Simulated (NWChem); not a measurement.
System: MoF5 cation; SMILES [F][Mo+]([F])([F])([F])[F]

NWChem input:

```
start job
memory heap 200 mb stack 900 mb global 1100 mb
charge 1
geometry units angstroms noautoz
  Mo     0.000000     0.000000     0.000000
  F      0.000000     0.000000     1.787710
  F      0.000000     0.000000    -1.787710
  F      1.243436     1.243436     0.000000
  F      0.455129    -1.698565     0.000000
  F     -1.698565     0.455129     0.000000
end
basis spherical
  Mo library def2-svp
  F library def2-svp
end
ecp
  Mo library def2-ecp
end
dft
  xc xtpss03 ctpss03
  iterations 150
  mulliken
end
task dft energy
```

All runs use the structure optimised with PBE0/def2-SVP. This spin state was assumed; another may lie lower. def2 effective core potentials on Mo; no spin-orbit coupling.

### Question
Predict the main results of this run. (TPSS/def2-SVP with def2 effective core potentials on Mo.) Quantities: basis functions; energy (Ha); highest occupied level (eV); orbital gap (eV).

### Answer
```json
{
 "number_of_basis_functions": "101",
 "energy (Ha)": "-566.91",
 "highest occupied level (eV)": "-17.64",
 "orbital gap (eV)": "4.88"
}
```
